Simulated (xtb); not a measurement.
The xtb input:
```
$ xtb mol.xyz --gfn 2 --opt --json

# file mol.xyz
3

C     -0.56182794     0.41378284    -0.11818222
F      0.32243295    -0.35325456    -0.18487754
H     -1.49748536    -0.25564153    -0.26235196
```

Problem. What does this run give for the total energy at the end of the optimisation, HOMO-LUMO gap, dipole moment?

Solution. 
```
Quantity                                            Value
-------------------------------------------  ------------
total energy at the end of the optimisation  -7.225665 Ha
HOMO-LUMO gap                                     1.44 eV
dipole moment                                      1.35 D
```
